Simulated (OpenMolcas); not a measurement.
**Ionisation energies of strontium**

* Program: OpenMolcas 26.06
* Basis: ANO-R2 [6s5p3d1f]
* Scalar Hamiltonian: X2C, finite nucleus
* Spin-orbit coupling: state interaction with AMFI integrals over the reference wave functions, term energies averaged over their components

Active shells in each charge state: the valence s, p shells, with orbitals averaged over the low states. Where CASPT2's correlated closed shells are named, they are those of the first ion.

A. CASSCF
B. SS-CASPT2, IPEA 0.25 Eh, imaginary shift 0.1 Eh (closed shells correlated: 4s 4p)
C. SS-CASPT2, IPEA 0.25 Eh, imaginary shift 0.1 Eh (closed shells correlated: none)
D. SS-CASPT2, IPEA 0.25 Eh, imaginary shift 0.1 Eh (closed shells correlated: 3d 4s 4p)
E. SS-CASPT2, IPEA 0 Eh, imaginary shift 0.1 Eh (closed shells correlated: 4s 4p)

Energies in eV between the lowest computed levels, named as in B; reference values from the NIST Atomic Spectra Database with their kind.

```json
{"From": "Sr 5s² ¹S₀", "To": "Sr+ 5s ²S_1/2", "A": "5.334", "B": "5.499", "C": "5.367", "D": "5.502", "E": "5.499", "Spin-orbit share in B": "+0.000", "Reference": "5.695 (measured)"}
{"From": "Sr+ 5s ²S_1/2", "To": "Sr2+ 4p⁶ ¹S₀", "A": "10.427", "B": "10.830", "C": "10.427", "D": "10.837", "E": "10.860", "Spin-orbit share in B": "+0.000", "Reference": "11.030 (measured)"}
```

Error against the reference values, in %:

| From | Reference | A | B | C | D | E |
| --- | --- | --- | --- | --- | --- | --- |
| Sr | measured | -6.3 | -3.4 | -5.8 | -3.4 | -3.4 |
| Sr+ | measured | -5.5 | -1.8 | -5.5 | -1.7 | -1.5 |

Mean absolute error over the 2 measured values: A 0.48 eV, B 0.20 eV, C 0.47 eV, D 0.19 eV, E 0.18 eV.
